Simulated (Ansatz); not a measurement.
Reaction (formal exchange of groups at a C–C bond): `CCC(O)CC` + `CCC` → `CCCCC(O)CC` + CH₄

Gas-phase electronic energies from Ansatz, PBE0-D4/def2-TZVP geometries. CBS: MP2 limit from def2 TZ/QZ plus the TZ coupled-cluster correction, frozen cores. This one scheme is used for every species. Functionals use def2-TZVPP. B3LYP here is the variant with VWN-RPA as its local correlation; programs differ in this. Each species was taken in one conformer, which may not be the lowest.

```tsv
level	ΔE (kcal/mol)	difference from CCSD(T)/CBS
LDA (SPW92)	-1.7	0.2
B3LYP-D4	-1.2	0.7
r2SCAN0-D4	-1.3	0.6
ωB97M-V	-1.5	0.4
revPBE	1.0	2.9
r2SCANh	-0.8	1.1
BHLYP	0.1	2.0
CAM-B3LYP	-0.1	1.8
HF/def2-SVP	1.2	3.1
CCSD/CBS(def2)	-1.5	0.4
CCSD(T)/CBS	-1.9	0
```

Largest T1 diagnostic among the species: 0.009.

At CCSD(T), def2-SVP lies +0.8 kcal/mol from the extrapolated value and def2-TZVPP +0.1 kcal/mol. In def2-TZVPP, CCSD(T) changes the Hartree–Fock value by −2.7 kcal/mol (the triples alone add −0.4 kcal/mol) and MP2 by −3.2 kcal/mol.
